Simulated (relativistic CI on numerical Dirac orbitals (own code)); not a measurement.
**Cd⁴⁺: 3p photoemission**

Computed with this model: Dirac-Coulomb-Breit CI, KLI orbitals optimised for each configuration, model QED, multiplet model of photoemission in the sudden approximation, unscaled Slater integrals; configurations [Kr] 4d8 → [Ne] 3s2 3p5 3d10 4s2 4p6 4d8; 80 K; Lorentzian 2 eV and Gaussian 0.6 eV FWHM. Energies are those of the free ion, without screening or charge transfer. The energies are binding energies and can lie tens of eV above those of solids. S is read from ⟨S²⟩ = S(S + 1).

Field parameters in Wybourne normalisation: D3d B²₀ = −7Dσ, B⁴₀ = −14Dq − 21Dτ, B⁴₃ = −14√(10/7) Dq. The field is a parameter set, without covalency.

Computed curve for free ion, scaled to 100 at the maximum (points under 2 are left out and the grid is thinned):

(Energy (eV), Intensity): (678.0, 2.0), (678.4, 2.3), (679.0, 2.7), (679.4, 3.0), (679.8, 3.4), (680.2, 4.0), (680.8, 5.0), (681.2, 5.9), (681.6, 7.1), (682.0, 8.6), (682.6, 12.2), (683.0, 15.9), (683.4, 21.4), (683.8, 29.8), (684.4, 52.1), (684.8, 74.3), (685.2, 94.9), (685.6, 100.0), (686.2, 76.8), (686.6, 57.2), (687.0, 41.7), (687.4, 31.2), (688.0, 22.4), (688.4, 18.6), (688.8, 15.2), (689.2, 12.0), (689.8, 8.6), (690.2, 6.9), (690.6, 5.7), (691.0, 4.7), (691.6, 3.7), (692.0, 3.2), (692.4, 2.8), (692.8, 2.5), (693.4, 2.1), (715.2, 2.1), (715.6, 2.4), (716.0, 2.7), (716.6, 3.5), (717.0, 4.3), (717.4, 5.3), (717.8, 6.6), (718.4, 10.0), (718.8, 13.7), (719.2, 19.5), (719.6, 28.6), (720.2, 47.4), (720.6, 55.2), (721.0, 51.2), (721.4, 39.0), (722.0, 22.3), (722.4, 15.5), (722.8, 11.1), (723.2, 8.3), (723.8, 5.7), (724.2, 4.6), (724.6, 3.8), (725.0, 3.1), (725.6, 2.5), (726.0, 2.1)

The ground state has S = 0.99, and the centroid lies at 697.36 eV.
